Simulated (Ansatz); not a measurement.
```yaml
crystal:
  periodic: [false, false, false]
  atoms:
    - {symbol: Ge, position_ang: [0.627955, 1.778083, -0.063138]}
    - {symbol: Ge, position_ang: [0.114148, 1.425857, 2.327652]}
    - {symbol: Ge, position_ang: [1.647570, 0.728798, -2.053924]}
    - {symbol: Ge, position_ang: [-1.491783, -0.048236, 1.150989]}
    - {symbol: Ge, position_ang: [-0.476144, -0.509910, -1.750878]}
    - {symbol: Sn, position_ang: [1.263503, -0.998392, 0.601075]}
    - {symbol: Sn, position_ang: [-1.685250, -2.376201, -0.211776]}
basis:
  gaussian: {orbitals: def2-TZVP, initial_orbitals: start.molden}
total_charge: 1
magnetization: {spin_polarized: true, initial_magnetization: 1}
hamiltonian: {xc: pbe0, dispersion: d4}
scf: {omitted_lower_state_checks: [starts]}
output: {orbitals: {seedname: orbitals}}
```

The file start.molden holds the orbitals of an earlier run on this structure, at another level or in another basis.

```sh
$ ansatz run in.yaml --threads 4 --pin off --events-out ev --progress --plain --max-ram 6963MiB
```

(1) Does this run fit into the memory that it is given?

Answers

(1) No. It has 340 basis functions, and Ansatz plans for 6.93 GiB where 6.79 GiB are given.
